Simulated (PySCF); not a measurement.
B(H)(I)(OH) (BH2IO), SMILES OBI.

Coordinates come from a r2SCAN-D4/def2-TZVP optimisation. The def2 effective core potentials stand for the cores of I; spin–orbit coupling is left out. Other conformers were not sampled.

These are ωB97X/def2-TZVPD (PySCF) values and carry that method's errors.

Isolated molecule, no solvent.

The total energy comes out as -399.12133 hartree, the point group comes out as Cs and the highest occupied level is -9.96 eV. The lowest empty level is 1.19 eV and the orbital gap is 11.15 eV. The dipole moment is 1.02 D, the quadrupole, principal values (traceless, Buckingham form, about the centre of nuclear charge) is -3.21, -0.72, 3.92 D·Å and the mean static polarisability comes out as 54.6 bohr³ (8.09 Å³). The polarisability, principal values is 45.2, 51.7, 66.8 bohr³.
